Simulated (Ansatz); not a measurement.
C$_{2}$H$_{6}$O$_{2}$W, SMILES `[CH3][W]([CH3])(=[O])=[O]`, relaxed with RKS PBE0-D4/def2-TZVP in Ansatz 0.2.0 from a GFN2-xTB geometry. The force threshold is 0.005 eV/Å; the program also tests the step.

Total charge 0; spin multiplicity 1. W takes the def2 core potential.

Start:

```xyz
11

C     1.325    1.132   -0.380
W    -0.187    0.211    0.949
C    -1.186   -1.297   -0.328
O     0.642   -0.612    2.164
O    -1.325    1.396    1.326
H     0.881    1.698   -1.223
H     1.997    1.852    0.120
H     2.002    0.384   -0.840
H    -2.229   -1.526   -0.046
H    -1.245   -0.959   -1.385
H    -0.677   -2.279   -0.356
```

```csv
step,energy (eV),largest force (eV/Å),largest move (Å)
1,-8089.7878,4.612,0.000
2,-8090.2269,1.427,0.197
3,-8090.2654,0.244,0.050
4,-8090.2698,0.056,0.043
5,-8090.2715,0.061,0.058
6,-8090.2731,0.113,0.092
7,-8090.2746,0.089,0.056
8,-8090.2759,0.045,0.049
9,-8090.2764,0.053,0.055
10,-8090.2767,0.048,0.035
11,-8090.2768,0.021,0.015
12,-8090.2768,0.010,0.011
13,-8090.2769,0.001,0.004
```

End:

```xyz
11

C     1.375    1.092   -0.365
W    -0.176    0.198    0.749
C    -1.208   -1.280   -0.346
O     0.500   -0.527    2.132
O    -1.284    1.408    1.202
H     0.957    1.572   -1.256
H     1.913    1.850    0.209
H     2.094    0.323   -0.671
H    -2.015   -1.736    0.232
H    -1.646   -0.829   -1.244
H    -0.510   -2.071   -0.641
```

Run time 48 s (4 threads of an Arm Neoverse V1 on a shared host); peak host memory 0.53 GiB.
